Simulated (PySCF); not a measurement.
# W: ionisation energy

W [Xe] 4f14 5d4 6s2 (5D) → W+ [Xe] 4f14 5d4 6s1 (6D), as a difference of total energies. Calculation: PySCF 2.14, in x2c-TZVPPall with one added diffuse shell each of s, p, d, f type (12s8p8d4f1g, 113 functions); the spin-free X2C one-electron Hamiltonian (Gaussian nucleus). Correlated levels: valence: [Xe] 4f14 frozen. The calculations carry no spin-orbit coupling.

```json
{"method": "UHF", "ionisation energy (eV)": "5.918", "error (eV)": "-1.907"}
{"method": "MP2 (valence)", "ionisation energy (eV)": "6.786", "error (eV)": "-1.039"}
{"method": "SCS-MP2 (valence)", "ionisation energy (eV)": "6.976", "error (eV)": "-0.849"}
{"method": "CCSD (valence)", "ionisation energy (eV)": "6.937", "error (eV)": "-0.888"}
{"method": "CCSD(T) (valence)", "ionisation energy (eV)": "7.061", "error (eV)": "-0.764"}
```

Reference: 7.825 eV (measured; NIST levels, between the centres of gravity of the two terms).

Errors of the correlated levels include the incompleteness of this basis and the frozen core.
